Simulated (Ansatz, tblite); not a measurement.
Forces on closo-2-SB4 (no H on S) (B4H4S) at its r2SCAN-D4/def2-SVP geometry. Total charge 0; singlet.

The xTB rows come from tblite. Another isomer (singlet) lies 1.11 eV lower at PBE0-D4/def2-TZVP; other spin states weren't run for this one.

GFN1-xTB (tblite), largest force 1.83 eV/Å:

```xyz
9
positions Å, forces eV/Å
B    -0.165   -0.077   -0.933   -0.543   -0.654   -1.621
B    -0.174   -1.347    0.088   -0.127    0.048   -0.437
B     0.012    1.361    0.018    0.340   -0.064    0.296
B     0.790    0.024    0.528    1.334    0.584    1.110
S    -1.219    0.104    0.790   -0.754    0.063    0.489
H    -0.490    0.106   -2.070    0.178   -0.156    0.651
H    -0.274   -2.499    0.374    0.028    0.610   -0.117
H    -0.150    2.536   -0.099    0.045   -0.615    0.070
H     1.670   -0.207    1.305   -0.501    0.185   -0.442
```

GFN2-xTB (tblite), largest force 0.76 eV/Å:

```
B -0.344 -0.353 -0.509
B -0.043 0.707 -0.221
B 0.098 -0.711 0.182
B 0.368 0.348 0.495
S 0.473 -0.042 -0.306
H 0.115 -0.135 0.734
H -0.053 0.730 -0.110
H -0.008 -0.723 0.151
H -0.604 0.178 -0.417
```

PBE-D4/def2-TZVP (Ansatz), largest force 0.18 eV/Å:

```
B -0.087 -0.022 -0.013
B -0.062 -0.081 0.021
B -0.035 0.090 0.039
B -0.019 0.029 0.083
S 0.152 -0.014 -0.099
H 0.066 -0.043 0.128
H 0.025 0.159 -0.060
H 0.045 -0.164 0.015
H -0.085 0.045 -0.116
```
